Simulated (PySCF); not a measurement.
All of these have the formula C7H15B. The calculation used TDDFT wB97X-D/def2-SVPD, vertical, gas phase, core orbitals frozen in the response in PySCF. Geometries: PBE0-D3(BJ)/def2-SVP; one conformer of each isolated species. Triplets are in the Tamm–Dancoff approximation.

A. `CCC[C@@H]1BCCC1`
B. `CB1CCCC[C@H]1C`
C. `CC(C)(C)BC1CC1`

Lowest singlet levels (six at most, fewer where fewer were computed) with oscillator strengths:

1. 5.72 eV (f 0.001); 6.34 eV (f 0.004); 7.11 eV (f 0.295); 7.52 eV (f 0.007); 7.79 eV (f 0.000); 7.83 eV (f 0.000); T1 5.26 eV
2. 5.83 eV (f 0.005); 6.37 eV (f 0.002); 7.48 eV (f 0.006); 7.91 eV (f 0.013); 7.98 eV (f 0.005); 8.17 eV (f 0.001); T1 5.40 eV
3. 5.74 eV (f 0.001); 6.34 eV (f 0.004); 7.43 eV (f 0.012); 7.58 eV (f 0.042); 7.91 eV (f 0.006); 7.98 eV (f 0.011); T1 5.28 eV

Task: Match each spectrum to its molecule.

Result: 1 = C, 2 = B, 3 = A.
- A: S1 at 5.74 eV, HOMO→LUMO (92%); Löwdin shares by element: HOMO carbon 44% or more, boron 22% (atoms not listed hold the other 34%); LUMO boron 46%, carbon 24% or more, hydrogen 10% or more (atoms not listed hold the other 20%); HOMO -9.75 and LUMO 1.25 eV.
- B: S1 at 5.83 eV, HOMO→LUMO (89%); Löwdin shares by element: HOMO carbon 41% or more, boron 20% (atoms not listed hold the other 39%); LUMO boron 38%, carbon 29% or more (atoms not listed hold the other 33%); HOMO -9.34 and LUMO 1.63 eV.
- C: S1 at 5.72 eV, HOMO→LUMO (93%); Löwdin shares by element: HOMO carbon 40% or more, boron 20% (atoms not listed hold the other 40%); LUMO boron 38%, carbon 17% or more, hydrogen 8% or more (atoms not listed hold the other 37%); HOMO -9.57 and LUMO 1.17 eV.
A and B have S1 within 0.09 eV of each other; their strongest listed levels stand at 7.58 eV (f 0.042) and 7.91 eV (f 0.013).
A and C have S1 within 0.03 eV of each other; their strongest listed levels stand at 7.58 eV (f 0.042) and 7.11 eV (f 0.295).
B and C have S1 within 0.11 eV of each other; their strongest listed levels stand at 7.91 eV (f 0.013) and 7.11 eV (f 0.295).
